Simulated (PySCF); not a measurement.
BH₃OSi₂, AlBClH₄, BH₄NOSi, AlBHO₂ and others (calculated)

Calculation on a computer-drawn molecule: optimised geometry and harmonic frequencies of an isolated molecule of the commonest isotopes, restricted reference for singlets and unrestricted otherwise, frozen core in MP2. Program: PySCF 2.14.0.

(1) BH₃OSi₂

Start structure:
```xyz
7
BH3OSi2
B     -2.2460     0.0898     0.5040
Si    -0.6607     0.5736    -0.1379
Si     1.4589     1.2275    -0.9080
O      1.7929     2.6490    -1.1920
H     -2.4991    -1.0313     0.6280
H     -3.0683     0.8467     0.6787
H      2.3325     0.0883    -1.1136
```

Here we set charge 0, multiplicity 1, method HF and basis cc-pV(D+d)Z.

It finds rotational constants 9.24, 2.593, 2.345 GHz; total energy -679.0770 hartree; convergence status largest gradient component 8.029e-06 hartree/bohr.

Drawn bonds:
| atom | other atom | order |
| --- | --- | --- |
| 1 | 2 | 1 |
| 2 | 3 | 1 |
| 3 | 4 | 2 |
| 1 | 5 | 1 |
| 1 | 6 | 1 |
| 3 | 7 | 1 |

Optimised structure:
```xyz
7
BH3OSi2
B     -1.8082     0.2214     0.2891
Si    -1.1702     0.3691    -1.5830
Si     0.9451     1.0608    -0.7852
O      1.2863     2.5076    -0.5613
H     -1.7222    -0.8185     0.8863
H     -2.3404     1.1504     0.8306
H      1.9198    -0.0473    -0.6173
```

Modes:
| frequency (cm⁻¹) | reduced mass (dalton) |
| --- | --- |
| 89.06 | 3.988 |
| 138.6 | 3.31 |
| 156.9 | 5.49 |
| 383.8 | 1.328 |
| 400.6 | 3.322 |
| 463.3 | 1.342 |
| 549.7 | 1.36 |
| 644.7 | 4.342 |
| 878.6 | 1.149 |
| 921.5 | 1.357 |
| 1214 | 1.156 |
| 1297 | 16.26 |
| 2283 | 1.044 |
| 2661 | 1.053 |
| 2748 | 1.121 |

(2) AlBClH₄

Start structure:
```xyz
7
AlBClH4
Al    -0.5392     0.1809    -0.7343
B      1.5533     0.7967    -1.0992
Cl     2.4015    -0.3500    -2.1893
H     -1.5769     1.3259    -1.1351
H     -0.8103    -1.0658    -1.6930
H     -0.6962    -0.2245     0.8280
H      2.3429     1.5540    -0.6803
```

Settings of this run: charge -1, multiplicity 1, method HF and basis aug-cc-pV(D+d)Z.

The calculation gives: rotational constants 26.83, 2.283, 2.17 GHz; total energy -728.4709 hartree; convergence status largest gradient component 2.543e-05 hartree/bohr.

Drawn bonds:
| atom | other atom | order |
| --- | --- | --- |
| 1 | 2 | 1 |
| 2 | 3 | 1 |
| 1 | 4 | 1 |
| 1 | 5 | 1 |
| 1 | 6 | 1 |
| 2 | 7 | 1 |

Optimised structure:
```xyz
7
AlBClH4
Al    -0.5590     0.1226    -0.7517
B      1.5478     0.6567    -1.1317
Cl     2.6913    -0.2175    -2.2876
H     -1.4545     1.4460    -1.1424
H     -1.0412    -1.1765    -1.6195
H     -0.6808    -0.1798     0.8607
H      2.1715     1.5657    -0.6310
```

Modes:
| frequency (cm⁻¹) | reduced mass (dalton) |
| --- | --- |
| 37.06 | 1.283 |
| 161 | 4.553 |
| 377 | 1.058 |
| 393.3 | 2.433 |
| 572.2 | 1.725 |
| 713.3 | 4.96 |
| 736.4 | 1.526 |
| 804.7 | 1.051 |
| 814 | 1.05 |
| 821.8 | 1.163 |
| 1101 | 1.162 |
| 1673 | 1.049 |
| 1693 | 1.048 |
| 1766 | 1.018 |
| 2578 | 1.092 |

(3) BH₄NOSi

Start structure:
```xyz
8
BH4NOSi
N      0.7172    -1.6092    -0.1687
B      0.7979    -0.9718     1.0142
O      0.2485     0.2567     1.1313
Si    -0.4136     1.6704     1.3012
H      0.4138    -1.2748    -1.0614
H      1.2237    -2.5770    -0.4234
H      1.2898    -1.4879     1.9282
H     -1.7562     1.2808     1.6520
```

Here we set charge 0, multiplicity 1, method HF and basis cc-pV(D+d)Z.

The calculation gives: rotational constants 46.68, 2.675, 2.53 GHz; total energy -445.3532 hartree; convergence status largest gradient component 2.638e-05 hartree/bohr.

Drawn bonds:
| atom | other atom | order |
| --- | --- | --- |
| 1 | 2 | 1 |
| 2 | 3 | 1 |
| 3 | 4 | 1 |
| 1 | 5 | 1 |
| 1 | 6 | 1 |
| 2 | 7 | 1 |
| 4 | 8 | 1 |

Optimised structure:
```xyz
8
BH4NOSi
N      0.9971    -1.6658    -0.2408
B      0.4345    -0.8684     0.7529
O     -0.0930     0.3627     0.4087
Si    -0.8355     1.6113     1.1974
H      1.0344    -1.3809    -1.1979
H      1.3931    -2.5618    -0.0562
H      0.4098    -1.2487     1.8929
H     -0.8195     1.0388     2.6164
```

Modes:
| frequency (cm⁻¹) | reduced mass (dalton) |
| --- | --- |
| 73.97 | 3.258 |
| 194.6 | 4.11 |
| 237.7 | 1.415 |
| 410.8 | 3.504 |
| 474.1 | 1.219 |
| 661.6 | 1.219 |
| 762.8 | 3.005 |
| 951.8 | 1.109 |
| 1006 | 1.473 |
| 1021 | 1.946 |
| 1179 | 1.645 |
| 1237 | 3.041 |
| 1452 | 3.071 |
| 1738 | 1.27 |
| 2063 | 1.044 |
| 2701 | 1.095 |
| 3822 | 1.051 |
| 3936 | 1.098 |

(4) AlBHO₂

Start structure:
```xyz
5
AlBHO2
O     -1.0080     1.5717     1.9209
B     -0.5308     2.6406     1.5500
Al     0.2716     4.5096     1.0261
O      1.0942     5.5629     2.0738
H     -0.0192     4.6921    -0.4954
```

Settings of this run: charge -1, multiplicity 1, method HF and basis aug-cc-pV(D+d)Z.

Results for AlBHO₂: rotational constants 27.16, 2.525, 2.31 GHz; total energy -417.0356 hartree; convergence status largest gradient component 3.867e-05 hartree/bohr.

Drawn bonds:
| atom | other atom | order |
| --- | --- | --- |
| 1 | 2 | 2 |
| 2 | 3 | 1 |
| 3 | 4 | 1 |
| 3 | 5 | 1 |

Optimised structure:
```xyz
5
AlBHO2
O     -1.0106     1.5455     1.9278
B     -0.5419     2.6111     1.6217
Al     0.3005     4.5537     1.0183
O      1.0656     5.5154     2.0612
H     -0.0058     4.7512    -0.5536
```

Modes:
| frequency (cm⁻¹) | reduced mass (dalton) |
| --- | --- |
| 152.2 | 10.35 |
| 275.2 | 4.862 |
| 356.7 | 9.762 |
| 433.5 | 14.41 |
| 535.2 | 1.585 |
| 744.2 | 1.117 |
| 1068 | 15.98 |
| 1826 | 1.043 |
| 1996 | 12.48 |

(5) CH₃FSi₂

Start structure:
```xyz
7
CH3FSi2
C      1.0311    -0.9062    -0.7954
Si     1.6028     0.6427    -0.4086
F      0.5453     1.7569     0.0999
Si     3.8451     1.3855    -0.5317
H     -0.0026    -1.2280    -0.7324
H      1.7393    -1.6536    -1.1363
H      4.2334     0.0071    -1.0163
```

Settings of this run: charge 0, multiplicity 1, method MP2 and basis cc-pV(D+d)Z.

The calculation gives: rotational constants 6.883, 2.997, 2.088 GHz; total energy -717.3674 hartree; convergence status largest gradient component 3.892e-05 hartree/bohr.

Drawn bonds:
| atom | other atom | order |
| --- | --- | --- |
| 1 | 2 | 2 |
| 2 | 3 | 1 |
| 2 | 4 | 1 |
| 1 | 5 | 1 |
| 1 | 6 | 1 |
| 4 | 7 | 1 |

Optimised structure:
```xyz
7
CH3FSi2
C      1.0748    -0.8937    -0.7984
Si     1.6328     0.7006    -0.3955
F      0.5006     1.7723     0.1116
Si     3.8589     1.3594    -0.5418
H      0.0352    -1.2407    -0.7422
H      1.8205    -1.6229    -1.1396
H      4.0716    -0.0706    -1.0149
```

Modes:
| frequency (cm⁻¹) | reduced mass (dalton) |
| --- | --- |
| 39.63 | 2.59 |
| 155 | 5.406 |
| 241.9 | 3.927 |
| 292.4 | 1.533 |
| 401.5 | 5.753 |
| 592.8 | 1.034 |
| 650.9 | 1.286 |
| 719.2 | 1.39 |
| 727.4 | 1.262 |
| 823 | 6.528 |
| 952.2 | 5.761 |
| 1377 | 1.193 |
| 2113 | 1.041 |
| 3175 | 1.055 |
| 3286 | 1.114 |

(6) ClH₂O₂Si

Start structure:
```xyz
6
ClH2O2Si
O     -0.9682    -1.2639     0.3960
Si    -1.2971    -1.2742    -1.0640
O     -0.7237    -2.5383    -1.9682
Cl    -0.6398     0.3759    -2.1342
H     -0.1160    -1.1111     0.7158
H     -0.7025    -3.3972    -1.6119
```

Here we set charge 0, multiplicity 2, method HF and basis cc-pV(D+d)Z.

It finds rotational constants 7.033, 3.552, 2.542 GHz; total energy -899.4465 hartree; spin squared 0.7533; convergence status largest gradient component 2.285e-05 hartree/bohr.

Drawn bonds:
| atom | other atom | order |
| --- | --- | --- |
| 1 | 2 | 1 |
| 2 | 3 | 1 |
| 2 | 4 | 1 |
| 1 | 5 | 1 |
| 3 | 6 | 1 |

Optimised structure:
```xyz
6
ClH2O2Si
O     -0.9488    -1.2978     0.4390
Si    -1.3446    -1.3149    -1.1470
O     -0.6412    -2.5535    -1.9560
Cl    -0.6320     0.3936    -2.0686
H     -0.0905    -1.0010     0.7108
H     -0.7902    -3.4353    -1.6447
```

Modes:
| frequency (cm⁻¹) | reduced mass (dalton) |
| --- | --- |
| 142.9 | 1.18 |
| 186.8 | 1.334 |
| 254.6 | 5.33 |
| 306.9 | 3.39 |
| 388.4 | 6.399 |
| 545.9 | 10.43 |
| 811.5 | 1.789 |
| 854 | 1.426 |
| 902.8 | 2.586 |
| 974.9 | 6.141 |
| 4135 | 1.067 |
| 4155 | 1.067 |

(7) BClH₃NSi

Start structure:
```xyz
7
BClH3NSi
N     -0.3998     1.9545    -2.2106
B      0.0154     0.7868    -1.6538
Si     0.8547    -0.6989    -2.6598
Cl    -0.7413     0.3550    -0.0530
H     -0.0997     2.2772    -3.0870
H     -0.9138     2.5825    -1.6749
H      2.3493    -0.8021    -2.4642
```

Settings of this run: charge 0, multiplicity 1, method HF and basis cc-pV(D+d)Z.

Drawn bonds:
| atom | other atom | order |
| --- | --- | --- |
| 1 | 2 | 1 |
| 2 | 3 | 1 |
| 2 | 4 | 1 |
| 1 | 5 | 1 |
| 1 | 6 | 1 |
| 3 | 7 | 1 |

(8) AlBH₄NO

Start structure:
```xyz
8
AlBH4NO
N     -0.6044    -0.9594     2.0276
B     -1.2966     0.1866     1.5479
Al    -1.0771     1.9881     0.8553
O     -2.2115     2.9987     0.4325
H     -1.0222    -1.8233     2.2521
H      0.3985    -0.9300     2.0897
H      0.3444     2.7816     0.7157
H     -2.9599     3.6143     0.1645
```

It was run with charge 0, multiplicity 2, method HF and basis cc-pV(D+d)Z.

Drawn bonds:
| atom | other atom | order |
| --- | --- | --- |
| 1 | 2 | 1 |
| 2 | 3 | 1 |
| 3 | 4 | 1 |
| 1 | 5 | 1 |
| 1 | 6 | 1 |
| 3 | 7 | 1 |
| 4 | 8 | 1 |

Question: BClH₃NSi (entry 7): total energy?
Answer: -829.3504 hartree

Question: Give the missing rotational constants for BClH₃NSi (entry 7).
Answer: 5.74, 3.071, 2.036 GHz

Question: Give the table of modes values for BClH₃NSi (entry 7).
Answer: 
Modes:
| frequency (cm⁻¹) | reduced mass (dalton) |
| --- | --- |
| 117.2 | 11.57 |
| 255.7 | 1.092 |
| 304.1 | 4.014 |
| 354.4 | 2.243 |
| 498.6 | 7.952 |
| 523.7 | 1.248 |
| 613.5 | 1.137 |
| 731.4 | 2.549 |
| 784.3 | 1.491 |
| 1100 | 1.797 |
| 1396 | 4.332 |
| 1743 | 1.235 |
| 2142 | 1.042 |
| 3802 | 1.051 |
| 3912 | 1.098 |

Question: Estimate the rotational constants of AlBH₄NO (entry 8).
Answer: 21.29, 2.383, 2.169 GHz

Question: AlBH₄NO (entry 8): total energy?
Answer: -398.2921 hartree

Question: Give the table of modes values for AlBH₄NO (entry 8).
Answer: 
Modes:
| frequency (cm⁻¹) | reduced mass (dalton) |
| --- | --- |
| 87.02 | 3.885 |
| 137 | 4.284 |
| 311.1 | 1.02 |
| 342.9 | 1.389 |
| 363.3 | 4.253 |
| 491.6 | 5.297 |
| 499.5 | 1.116 |
| 583.8 | 1.298 |
| 600.8 | 1.354 |
| 721.7 | 1.153 |
| 867.3 | 7.067 |
| 979 | 1.275 |
| 1491 | 3.861 |
| 1729 | 1.293 |
| 2006 | 1.043 |
| 3766 | 1.049 |
| 3858 | 1.099 |
| 4232 | 1.068 |

Further results for BClH₃NSi (entry 7):

```
convergence status largest gradient component : 2.538e-05 hartree/bohr
```

Optimised structure:
```xyz
7
BClH3NSi
N     -0.3705     1.9910    -2.2160
B     -0.0519     0.7093    -1.7999
Si     0.8127    -0.8913    -2.7488
Cl    -0.5268     0.2408    -0.1083
H     -0.1608     2.3352    -3.1294
H     -0.8227     2.6564    -1.6212
H      2.1848    -0.5864    -2.1797
```

Further results for AlBH₄NO (entry 8):

```
spin squared                                  : 0.7609
convergence status largest gradient component : 1.3e-05 hartree/bohr
```

Optimised structure:
```xyz
8
AlBH4NO
N     -0.7037    -0.9333     1.9135
B     -0.7592     0.3796     1.5242
Al    -0.8082     2.3372     0.9544
O     -2.2064     3.0544     0.3100
H     -0.9195    -1.2414     2.8419
H     -0.4329    -1.6779     1.3004
H      0.4499     3.2748     1.0860
H     -3.0487     2.6632     0.1549
```
